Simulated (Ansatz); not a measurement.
Ansatz results at the PBE0-D4/def2-TZVP geometry: zero-point energy (PBE0-D4/def2-TZVP) 76.2 kJ/mol; size of the dipole moment (B3LYP/def2-TZVPP) 1.85 D; size of the dipole moment (ωB97M-V/def2-TZVPP) 1.83 D.

Question: Which molecule gave them?
A. `O[SiH2][SiH2]`•
B. `C[B]C`•
C. `[SH][Ga][Br]`•
D. `O=C=N[SiH2]`•

Answer: D. The others give `[SH][Ga][Br]`•: 25.6, 0.98, 1.05; `C[B]C`•: 193.2, 1.02, 1.09; `O[SiH2][SiH2]`•: 120.7, 1.16, 1.14.

B3LYP here is the variant with VWN-RPA as its local correlation; programs differ in this.
